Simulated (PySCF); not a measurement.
# Shifts of the heteroatoms

Cartesian coordinates in Å; atom numbers follow the order of the lines, from 1:
```xyz
21

N    -1.316   -2.046   -1.962
C    -0.429   -1.414   -1.328
C    -0.520   -0.730   -0.038
C     0.521   -0.024    0.429
Si    2.208    0.250   -0.370
Si    3.467    1.606    1.012
C    -1.817   -0.811    0.701
Si   -3.045    0.515    0.067
H    -2.230   -2.086   -1.510
H     0.548   -1.367   -1.803
H     0.376    0.464    1.389
H     2.837   -1.062   -0.597
H     2.003    0.840   -1.704
H     3.947    2.811    0.332
H     2.718    2.073    2.185
H     4.657    0.929    1.535
H    -2.254   -1.805    0.594
H    -1.646   -0.648    1.766
H    -3.273    0.344   -1.367
H    -4.299    0.345    0.803
H    -2.462    1.831    0.327
```

One conformer, no relativistic terms, no solvent, fast rotation and ring inversion assumed for equivalent nuclei. Coordinates at the GFN2-xTB level; PBE0/pcSseg-1 with gauge-including orbitals; PySCF 2.14.

Task: Where does 29Si resonate?

Result: 
| atoms | environment | σ (ppm) | δ (ppm) |
| --- | --- | --- | --- |
| Si8 | silicon bonded to C, 3 H | 413.2 | -59.7 |
| Si5 | silicon bonded to C, Si, 2 H | 444.3 | -85.2 |
| Si6 | silicon bonded to Si, 3 H | 465.6 | -102.7 |

Shieldings were converted by a linear fit to measured shifts: 29Si (scatter 8.9 ppm rms, 25.8 ppm with the 6 outliers that the fit left out vs TMS, solution or neat liquid). Occasional misses reach two or three times the rms, and more in compound classes unlike the fitted ones.

On a 400 MHz spectrometer 29Si resonates near 79.5 MHz, so 1 ppm is 79.5 Hz.

Task: What are the 15N shifts?

Result: 
```csv
atoms,environment,σ (ppm),δ (ppm)
N1,imine nitrogen,-91.5,-63.7
```

Shieldings were converted by a linear fit to measured shifts: 15N: δ = -148.07 − 0.921σ (rms 6.3 ppm, 71 shifts vs CH3NO2, solution or neat liquid). Occasional misses reach two or three times the rms, and more in compound classes unlike the fitted ones.

On a 400 MHz spectrometer 15N resonates near 40.5 MHz, so 1 ppm is 40.5 Hz.
